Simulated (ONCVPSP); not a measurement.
# Before and after: ONCV potential for antimony (Sb)

- Element: antimony
- Generator: ONCVPSP 4.0.1
- Type: optimised norm-conserving Vanderbilt (ONCV)
- Functional: PBE
- Relativity: scalar-relativistic
- Frozen core: [Kr]
- Valence charge: 15
- Reference configuration: 4d10 5s1.5 5p3.5
- Partial waves: 5s: rc 1.70 bohr, ncon 4, nbas 9, qcut 3.6 1/bohr, 3 projectors, debl 2.8 Ha; 5p: rc 1.80 bohr, ncon 4, nbas 8, qcut 5.2 1/bohr, 2 projectors, debl 3.7 Ha; 4d: rc 1.05 bohr, ncon 4, nbas 8, qcut 10.1 1/bohr, 2 projectors, debl 2.2 Ha
- Local potential: polynomial inside 0.70 bohr (lpopt 5, dvloc0 0 Ha)
- Core correction: none

Change: s: ncon 5, nbas 10.

Cutoffs: the cutoffs (Ha) at which the residual kinetic energy of the hardest occupied pseudo-wave falls to 1 and 0.1 mHa per electron; they do not see the model core or the augmentation charge, which bear on the density cutoff. Errors are all-electron minus pseudo energies relative to the spin-unpolarised reference configuration.

How do hardness, ghosts and transferability respond?

The potential gets harder (46 Ha and 73 Ha → 46 Ha and 98 Ha); both files keep a bound ghost (p, s); the errors of the 4 common tests hardly move.

| quantity | base | changed |
| --- | --- | --- |
| cutoff, loose | 46 Ha | 46 Ha |
| cutoff, tight | 73 Ha | 98 Ha |
| loose cutoff by channel | s 7.3 Ha, p 8.4 Ha, d 46 Ha | s 36 Ha, p 8.4 Ha, d 46 Ha |
| bound ghosts | s, p | s, p |
| GHOST(+) flags under 300 eV | s at 178.2 eV | none |
| error for 4d10 5s2 5p3, meV [ΔE -4.03 eV] | +0.4 | +0.3 |
| error for 4d10 5s2 5p2, meV [ΔE 4.29 eV] | -2.1 | -2.2 |
| error for 4d10 5s2 5p1, meV [ΔE 20.26 eV] | -6.4 | -6.7 |
| error for 4d9 5s2 5p3, meV [ΔE 36.71 eV] | -278 | -266 |
| s: phases at 1.72 bohr within 0.05 rad from the reference energy up to (Ha; the scan ends near 5) | to the end of the scan | to the end of the scan |
| p: phases at 1.83 bohr within 0.05 rad from the reference energy up to (Ha; the scan ends near 5) | to the end of the scan | to the end of the scan |
| d: phases at 1.07 bohr within 0.05 rad from the reference energy up to (Ha; the scan ends near 5) | to the end of the scan | to the end of the scan |

 A true bound ghost makes a file unfit for plane-wave use even where its test errors are small: the radial tests pick states by their node count and pass the ghost by.
